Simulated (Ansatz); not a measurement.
C2H5BrSn, SMILES `C=[CH][SnH2][Br]`, 9 atoms. Charge 0, multiplicity 1. Correlated methods include outer-core shells of Br, Sn, which these sets cover unevenly. Scalar relativity is left out up to krypton. Sn: def2 effective core potential. All runs use 4 threads of a server CPU on a shared host. Correlated methods freeze the cores.

Question: Give the basis size and wall time and peak host memory of each of these runs in Ansatz. RKS B97M-V/def2-TZVPP energy; RKS PBE0-D4/def2-TZVP frequencies; RKS PBE0-D4/def2-TZVP relaxation (25 steps); RKS PBE0-D4/def2-QZVPP energy; RHF-MP2/def2-QZVPP energy; RKS PBE0-D4/def2-SVP energy; RKS LC-ωPBE/def2-TZVPP energy; RKS SPW92 (LDA)/def2-TZVPP energy; direct RPA on PBE orbitals/def2-TZVPP energy; RKS ωB97M-V/def2-QZVPP energy; RKS ωB97M-V/def2-SVP energy; RHF-CCSD(T)/def2-TZVPP energy. (An estimate is asked.)

Answer: Ansatz gave: Other jobs shared the machine, so times are rough.

```json
{"level": "RKS SPW92 (LDA)/def2-TZVPP", "job": "energy", "functions": "230", "wall time": "1.3 s", "peak host memory (GiB)": "0.31"}
{"level": "RKS PBE0-D4/def2-SVP", "job": "energy", "functions": "111", "wall time": "1.6 s", "peak host memory (GiB)": "0.28"}
{"level": "RKS LC-ωPBE/def2-TZVPP", "job": "energy", "functions": "230", "wall time": "2.7 s", "peak host memory (GiB)": "0.45"}
{"level": "RKS ωB97M-V/def2-SVP", "job": "energy", "functions": "111", "wall time": "4.9 s", "peak host memory (GiB)": "0.4"}
{"level": "direct RPA on PBE orbitals/def2-TZVPP", "job": "energy", "functions": "230", "wall time": "5.5 s", "peak host memory (GiB)": "0.62"}
{"level": "RKS B97M-V/def2-TZVPP", "job": "energy", "functions": "230", "wall time": "8 s", "peak host memory (GiB)": "0.41"}
{"level": "RKS PBE0-D4/def2-QZVPP", "job": "energy", "functions": "435", "wall time": "9 s", "peak host memory (GiB)": "1.7"}
{"level": "RKS ωB97M-V/def2-QZVPP", "job": "energy", "functions": "435", "wall time": "20 s", "peak host memory (GiB)": "2"}
{"level": "RHF-MP2/def2-QZVPP", "job": "energy", "functions": "435", "wall time": "22 s", "peak host memory (GiB)": "2.4"}
{"level": "RKS PBE0-D4/def2-TZVP", "job": "relaxation (25 steps)", "functions": "190", "wall time": "94 s", "peak host memory (GiB)": "0.59"}
{"level": "RHF-CCSD(T)/def2-TZVPP", "job": "energy", "functions": "230", "wall time": "2.3 min", "peak host memory (GiB)": "4.5"}
{"level": "RKS PBE0-D4/def2-TZVP", "job": "frequencies", "functions": "190", "wall time": "2.6 min", "peak host memory (GiB)": "0.61"}
```

LC-ωPBE has ω = 0.4 bohr⁻¹.
